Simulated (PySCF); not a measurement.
C2H5Cd, SMILES C[CH2][Cd+], charge +1. Coordinates come from a PBE0-D3(BJ)/def2-TZVP optimisation. The multiplicity is an assumed one; other spin states were not compared. The isomer is the one that the SMILES or the coordinates give; other isomers of the formula were not compared. The def2 effective core potentials stand for the cores of Cd; spin–orbit coupling is left out.

Computed equilibrium geometry at PBE0-D3(BJ)/def2-TZVP (PySCF confirms it by a frequency run) as Cartesian coordinates in Å, and its point group:
point group Cs.
```xyz
8

Cd    -0.0445    -0.6996     0.0000
C      0.6892     1.4054     0.0000
C     -0.4250     2.3918     0.0000
H      1.2943     1.3588     0.9045
H      1.2943     1.3588    -0.9045
H     -1.0474     2.3487    -0.8930
H     -1.0474     2.3487     0.8930
H      0.0579     3.3827     0.0000
```
Charge +1, spin multiplicity 1.
